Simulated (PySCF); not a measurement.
Species: C4H3Cl3O2.
Atom-mapped SMILES: `[CH2:1]=[C:2]([C:3](=[O:4])[OH:5])[C:6]([Cl:7])([Cl:8])[Cl:9]` (hydrogens: H10, H11 on C1; H12 on O5)

Computed geometry: GFN2-xTB, gas phase.

Give the optimised bond lengths and angles.

```csv
bond,length (Å)
C1=C2,1.329
C2–C3,1.498
C3=O4,1.200
C3–O5,1.336
C2–C6,1.499
"C6–Cl7, C6–Cl8",1.783
C6–Cl9,1.769
C1–H10,1.076
C1–H11,1.076
O5–H12,0.971
```

Bonds in one row agree within 0.01 Å and their mean is given. A selection of angles:
```csv
angle,degrees
C1–C2–C3,121.1
C1–C2–C6,124.3
C3–C2–C6,114.6
C2–C3–O4,125.2
C2–C3–O5,112.1
O4–C3–O5,122.7
C2–C6–Cl7,109.5
C2–C6–Cl9,112.9
Cl7–C6–Cl8,109.1
Cl7–C6–Cl9,107.8
H12–O5–C3,109.7
```

Dihedral angles: C1–C2–C3–O4 180° (antiperiplanar); C1–C2–C6–Cl7 120° (anticlinal); H12–O5–C3–C2 180° (antiperiplanar).

The 2 C–O bonds span 1.200 Å (C3=O4, drawn double) to 1.336 Å (C3–O5, drawn single), a spread of 0.136 Å. The C–C distances run from 1.329 Å (C1=C2, drawn double) to 1.499 Å (C2–C6, drawn single), a spread of 0.170 Å. O5 (acid hydroxyl oxygen) is bent (angle 109.7°). Of the pairs four or more bonds apart, O5···H10 is among the closest relative to their van der Waals radii: 2.33 Å, 86 % of the sum of Bondi's values.

Point group: Cs (every atom within 0.08 Å of its image). Not checked by GFN2-xTB frequencies. One conformer, not necessarily the lowest (C1–C2–C3–O4 180°, C2–C3–O5–H 180°).
